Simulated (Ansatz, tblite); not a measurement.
Forces on the cluster As₂S at its PBE0-D4/def2-TZVP geometry. The state is a singlet with charge 0.

The xTB rows come from tblite. The geometry of the singlet was relaxed on an unsound state (restricted singlet, unstable towards broken spin symmetry). The structure comes from a short search, and lower isomers may exist.

GFN1-xTB (tblite), largest force 0.72 eV/Å:

```xyz
3
positions Å, forces eV/Å
As    0.278   -0.944   -0.829   -0.083    0.656    0.275
As    0.177    1.214   -0.398   -0.022   -0.724    0.009
S    -0.454   -0.269    1.227    0.105    0.068   -0.284
```

GFN2-xTB (tblite), largest force 0.34 eV/Å:

```
As -0.043 0.296 0.139
As -0.016 -0.336 0.021
S 0.059 0.040 -0.160
```

PBE-D4/def2-TZVP (Ansatz), largest force 0.79 eV/Å:

```
As 0.122 -0.678 -0.382
As 0.049 0.772 -0.080
S -0.171 -0.094 0.462
```
